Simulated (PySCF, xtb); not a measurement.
F2HInSe, SMILES [F][In]([F])[SeH]. Other conformers were not sampled.

Harmonic wavenumbers (cm⁻¹) from GFN2-xTB in xtb at its own minimum, in rising order: 54, 77, 92, 158, 203, 327, 338, 567, 2030.

Question: What does B3LYP-D3(BJ)/def2-SVP (PySCF) give at its own minimum? (The exact figures need the calculation; the answer reports its results.)

Answer: 73, 116, 132, 201, 243, 604, 621, 632, 2403. Paired by order, the mean absolute difference is 131 cm⁻¹ and the zero-point energies are 5.5 and 7.2 kcal/mol.
